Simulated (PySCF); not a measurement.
**C₆ coefficients of unlike pairs at PBE0**

Calculated with PySCF 2.14 from the dipole response of each species, C₆(A,B) = (3/π) ∫ α_A(iu) α_B(iu) du, in atomic units, from isotropic polarisabilities. For ions this is the dispersion term alone; charge-induced terms of lower order in 1/R come first.

```csv
species,configuration,basis,relativity,α (bohr³),C₆ (like pair)
Kr⁺,[Ar] 3d10 4s2 4p5 (2P),"aug-cc-pVQZ-PP with one added diffuse shell each of s, p, d, f, g type with ECP10MDF (8s7p6d4f3g)",core potential,10.86,66.56
Ne³⁺,[He] 2s2 2p3 (4S),aug-cc-pCVTZ-DK (7s6p4d2f),spin-free X2C,0.6872,0.6054
Cr⁺,[Ar] 3d5 (6S),aug-cc-pwCVTZ (10s9p7d4f3g),none,11.92,44.07
Ga,[Ar] 3d10 4s2 4p1 (2P),dyall-av2z (16s12p8d),none,57.80,492.4
```

Estimate C₆ for Cr⁺ with Ne³⁺.

The integral gives 4.580. The combination rule 2 C_A C_B / (C_A α_B/α_A + C_B α_A/α_B) gives 4.091 and the geometric mean 5.166.

No spin-orbit coupling is included.

The other pairs:

```tsv
pair	C₆
Ne³⁺, Kr⁺	5.757
Ga, Kr⁺	152.6
Cr⁺, Kr⁺	53.23
Ga, Ne³⁺	11.05
Ga, Cr⁺	134.6
```
